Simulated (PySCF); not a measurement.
Mass spectrum arithmetic for `C[SiH]1P[SiH2]P[SiH2]P1`

Species: `C[SiH]1P[SiH2]P[SiH2]P1`.

Calculated from isotope tables alone.

Task: Molar mass and exact mass?

Result: For CH11P3Si3, with standard atomic weights, 1 × 12.011 + 3 × 28.085 + 3 × 30.974 + 11 × 1.008 = 200.276 g/mol. From the most abundant isotopes (12C, 28Si, 31P, 1H), 1 × 12.000000 + 3 × 27.976927 + 3 × 30.973762 + 11 × 1.007825 = 199.9381 u.

Task: Work out the cluster of the molecular ion M+•, one line a nominal mass.

Result: 
```csv
nominal mass,m/z (centroid),relative intensity
200,199.9376,100.0
201,200.9375,16.4
202,201.9347,11.0
203,202.9345,1.2
204,203.9317,0.4
```

Cut off at 0.1 %. One electron mass, 0.00055 u, is taken off.

Task: Protons, neutrons, electrons, and exact less nominal mass of the monoisotopic species?

Result: 104 protons, 96 neutrons and 104 electrons; 199.9381 − 200 = -0.0619 u.

Task: What share of all molecules is the monoisotopic species?

Result: 0.9893 × 0.922297^3 × 1^3 × 0.999885^11 = 77.52 %.

Task: What resolving power m/Δm just matches the spacing of the species with one 29Si and with one 13C?

Result: They lie 0.00379 u apart at mass 200.94, so m/Δm is about 53000.

Task: What is the composition by mass?

Result: C 6.00 %, Si 42.07 %, P 46.40 %, H 5.54 %.

Task: Which singly substituted isotopologues are there?

Result: Intensity in % of the monoisotopic species:

```csv
isotope,mass shift (u),m/z,intensity (%)
29Si,+0.99957,200.9372,15.23
13C,+1.00335,200.9409,1.08
2H,+1.00628,200.9439,0.13
30Si,+1.99684,201.9344,10.04
```

Species under 0.02 % are left out.
